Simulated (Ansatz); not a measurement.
Basis-set extrapolation for C$_{2}$H$_{6}$O$_{2}$Si$_{2}$ (`O=C1C[SiH]1[SiH2]O`) (PBE0-D4/def2-TZVP geometry, frozen core, Ansatz). Multiplicity 1, RHF reference.

```json
{"": "HF", "def2-TZVPP": "-806.906152", "def2-QZVPP": "-806.934605"}
{"": "MP2 correlation", "def2-TZVPP": "-1.026852", "def2-QZVPP": "-1.103547"}
{"": "CCSD(T) correlation", "def2-TZVPP": "-1.115425", "def2-QZVPP": "not run"}
```

Energies in hartree. Use E(X) = E(∞) + A·exp(−7.88·√X) for Hartree–Fock and E(X) = E(∞) + B·X^(−2.97) for correlation, with X = 3 and 4, and add CCSD(T) minus MP2 of the smaller set to the MP2 limit.

Problem. What is the CCSD(T) energy at the basis-set limit?

Solution. HF limit: -806.934605 + (-0.028453) × 0.13774 = -806.93852. MP2 limit: -1.103547 + (-0.076695) × 0.74074 = -1.16036. Higher-order term: -1.115425 − (-1.026852) = -0.08857. Total: -808.18745 hartree, 435.5 kJ/mol below CCSD(T)/def2-TZVPP.
